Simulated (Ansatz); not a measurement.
`N[Si@H](F)S[Si@@H](N)O` and `N[Si@@H](F)S[Si@@H](N)F` differ in one atom or group (the configuration at a centre changes too).

Ansatz, PBE0-D4/def2-TZVP geometries, multiplicity 1. Each molecule was computed in one conformer, which needn't be the lowest.

| property | `N[Si@H](F)S[Si@@H](N)O` |
| --- | --- |
| HOMO–LUMO gap (PBE0/def2-TZVPP) / eV | 8.00 |
| LUMO energy (PBE/def2-TZVPP) / eV | -0.50 |
| LUMO energy (ωB97M-V/def2-TZVPP) / eV | 1.96 |
| size of the dipole moment (B3LYP/def2-TZVPP) / D | 2.38 |
| HOMO energy (PBE0/def2-TZVPP) / eV | -7.63 |
| HOMO energy (ωB97M-V/def2-TZVPP) / eV | -9.84 |

Q: What does the change do to each property? (Estimate.)

A: The calculation gave: 
```tsv
property	`N[Si@@H](F)S[Si@@H](N)F`	shift
HOMO–LUMO gap (PBE0/def2-TZVPP) / eV	8.26	0.26
LUMO energy (PBE/def2-TZVPP) / eV	-0.26	0.24
LUMO energy (ωB97M-V/def2-TZVPP) / eV	2.14	0.18
size of the dipole moment (B3LYP/def2-TZVPP) / D	1.63	-0.75
HOMO energy (PBE0/def2-TZVPP) / eV	-7.67	-0.04
HOMO energy (ωB97M-V/def2-TZVPP) / eV	-9.86	-0.02
```

Dipoles are sizes alone; their direction can turn.

B3LYP here is the variant with VWN-RPA as its local correlation; programs differ in this.
